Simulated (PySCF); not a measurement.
## Radial density of Cr+ (chromium, charge +1)

UHF, [Ar] 3d4 4s1, high-spin 6D determinant (an excited configuration). All numbers are calculated (PySCF 2.14, scalar relativity by spin-free X2C-1e, in aug-cc-pVDZ-DK (7s6p4d2f, 59 functions)).

```
r (bohr)  4πr²ρ (e/bohr)  4πr²(ρα − ρβ)
0.000867          0.1252         0.0001
 0.00146          0.3203         0.0001
 0.00245          0.8057         0.0003
 0.00413           1.972         0.0008
 0.00694           4.611         0.0019
  0.0117           9.932         0.0040
  0.0196           18.54         0.0071
  0.0330           27.14         0.0089
  0.0556           27.53         0.0047
  0.0935           21.88         0.0073
   0.157           28.33         0.0894
   0.264           27.52         0.4654
   0.445           10.86         1.7209
   0.748           13.31         3.1655
    1.26           6.931         2.3394
    2.12           1.289         1.0085
    3.56          0.3333         0.3322
    5.99         0.01622         0.0162
    10.1       8.694e-05         0.0001
```

Densities and radii are taken from the X2C orbitals without a picture-change correction, which distorts them close to the nucleus.
